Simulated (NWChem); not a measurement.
H2SeS; SMILES [SeH]S

```xyz
4

Se     0.0356     0.7216     0.0118
H     -1.4281     0.9192    -0.0370
S      0.0097    -1.4850     0.0571
H      0.0636    -1.6931    -1.2798
```
Atoms are numbered in this order, from 1.

Program: NWChem. Coordinates come from a PBE0/def2-SVP optimisation. Ions are spin-unrestricted doublets at the neutral geometry; other ion states weren't tried.

Order these by “−ε(HOMO) (eV)”, lowest first: B3LYP/aug-cc-pVDZ; LDA (Slater exchange, VWN5)/aug-cc-pVDZ; r2SCAN/aug-cc-pVDZ; PBE0/aug-cc-pVDZ.

LDA (Slater exchange, VWN5)/aug-cc-pVDZ (6.16), r2SCAN/aug-cc-pVDZ (6.32), B3LYP/aug-cc-pVDZ (6.98), PBE0/aug-cc-pVDZ (7.22)
